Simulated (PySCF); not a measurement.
iminoborane (BH2N), SMILES B=N.

Coordinates come from a B3LYP-D3(BJ)/def2-TZVPD optimisation.

Method: B3LYP-D3(BJ)/def2-TZVPD (PySCF).

Harmonic, unscaled wavenumbers; measured fundamentals usually lie a few per cent lower.

Modes within 1.5 cm⁻¹ of each other (mostly degenerate sets) share a row, with their intensities summed.

```json
[
 {"mode": "1–2", "ν (cm⁻¹)": "480", "IR (km/mol)": "236.8", "Raman (Å⁴/amu)": "2.1", "depolarisation": "0.75", "moving atoms (share of kinetic energy)": "H 75 %, N 19 %"},
 {"mode": "3–4", "ν (cm⁻¹)": "754", "IR (km/mol)": "0.2", "Raman (Å⁴/amu)": "0.8", "depolarisation": "0.75", "moving atoms (share of kinetic energy)": "H 79 %, B 20 %"},
 {"mode": "5", "ν (cm⁻¹)": "1848", "IR (km/mol)": "57.7", "Raman (Å⁴/amu)": "96.4", "depolarisation": "0.06", "moving atoms (share of kinetic energy)": "B 43 %, N 38 %, H 19 %"},
 {"mode": "6", "ν (cm⁻¹)": "2893", "IR (km/mol)": "16.2", "Raman (Å⁴/amu)": "28.0", "depolarisation": "0.15", "moving atoms (share of kinetic energy)": "H 83 %, B 16 %"},
 {"mode": "7", "ν (cm⁻¹)": "3859", "IR (km/mol)": "197.2", "Raman (Å⁴/amu)": "47.5", "depolarisation": "0.22", "moving atoms (share of kinetic energy)": "H 91 %, N 9 %"}
]
```
